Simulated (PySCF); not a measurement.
## N⁺ (nitrogen, charge +1) across methods

[He] 2s2 2p2, high-spin 3P determinant. Calculation: PySCF 2.14, in dyall-acv3z (15s9p4d2f, 76 functions); no relativity, point nucleus.

```json
{"method": "LDA", "E (hartree)": "-53.5851", "mean ε 2s α (eV)": "-33.373", "mean ε 2s β (eV)": "-29.977", "mean ε 2p α (eV)": "-22.011", "Σ⟨r²⟩ (bohr²)": "7.888", "⟨S²⟩": "2.002"}
{"method": "BP86", "E (hartree)": "-54.0539", "mean ε 2s α (eV)": "-33.585", "mean ε 2s β (eV)": "-30.243", "mean ε 2p α (eV)": "-22.067", "Σ⟨r²⟩ (bohr²)": "7.819", "⟨S²⟩": "2.002"}
{"method": "PBE", "E (hartree)": "-53.9942", "mean ε 2s α (eV)": "-33.541", "mean ε 2s β (eV)": "-30.064", "mean ε 2p α (eV)": "-22.023", "Σ⟨r²⟩ (bohr²)": "7.846", "⟨S²⟩": "2.002"}
{"method": "B97-3", "E (hartree)": "-54.0552", "mean ε 2s α (eV)": "-36.497", "mean ε 2s β (eV)": "-32.073", "mean ε 2p α (eV)": "-24.310", "Σ⟨r²⟩ (bohr²)": "7.754", "⟨S²⟩": "2.003"}
{"method": "TPSS", "E (hartree)": "-54.0766", "mean ε 2s α (eV)": "-34.166", "mean ε 2s β (eV)": "-30.246", "mean ε 2p α (eV)": "-22.325", "Σ⟨r²⟩ (bohr²)": "7.795", "⟨S²⟩": "2.003"}
{"method": "r2SCAN", "E (hartree)": "-54.0393", "mean ε 2s α (eV)": "-34.661", "mean ε 2s β (eV)": "-30.219", "mean ε 2p α (eV)": "-22.802", "Σ⟨r²⟩ (bohr²)": "7.772", "⟨S²⟩": "2.004"}
{"method": "revPBE", "E (hartree)": "-54.0524", "mean ε 2s α (eV)": "-33.563", "mean ε 2s β (eV)": "-30.068", "mean ε 2p α (eV)": "-22.000", "Σ⟨r²⟩ (bohr²)": "7.838", "⟨S²⟩": "2.002"}
{"method": "PBE0", "E (hartree)": "-54.0062", "mean ε 2s α (eV)": "-36.364", "mean ε 2s β (eV)": "-31.817", "mean ε 2p α (eV)": "-24.244", "Σ⟨r²⟩ (bohr²)": "7.796", "⟨S²⟩": "2.003"}
```

Question: Estimate the same row for UHF.

Answer: E (hartree) = -53.89378; mean ε 2s α (eV) = -44.160; mean ε 2s β (eV) = -35.535; mean ε 2p α (eV) = -30.382; Σ⟨r²⟩ (bohr²) = 7.751; ⟨S²⟩ = 2.007.
